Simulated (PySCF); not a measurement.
# Cadmium: a sound run and one with changed settings

Sound run: Cd [Kr] 4d10 5s2, Cd+ [Kr] 4d10 5s1. All numbers are calculated (PySCF 2.14, a scalar-relativistic core potential, in def2-SVP with the def2 core potential (28 electrons) (5s3p2d1f, 31 functions)). The sound run starts from symmetry-adapted Hartree-Fock orbitals and uses a fine grid where one is needed.

Changed run: basis STO-3G, all-electron and non-relativistic. This setting is unsound on purpose.

```csv
species,method,sound run (hartree),changed run (hartree),converged
Cd,UHF,-166.84661,-5411.53272,yes
Cd,PBE0,-167.73406,-5413.17143,yes
Cd,MN15,-167.38973,-5409.77492,yes
Cd+,UHF,-166.57699,-5411.42102,yes
Cd+,PBE0,-167.41052,-5413.00594,yes
Cd+,MN15,-167.05442,-5409.61055,yes
```

Ionisation energy of Cd:

```tsv
method	sound run (eV)	changed run (eV)
UHF	7.337	3.039
PBE0	8.804	4.503
MN15	9.124	4.473
```

A minimal basis cannot let orbitals breathe on ionisation and holds almost no correlation. The Hamiltonian changed with the basis, so the totals do not compare.

For comparison, NIST gives 8.994 eV between the lowest levels.
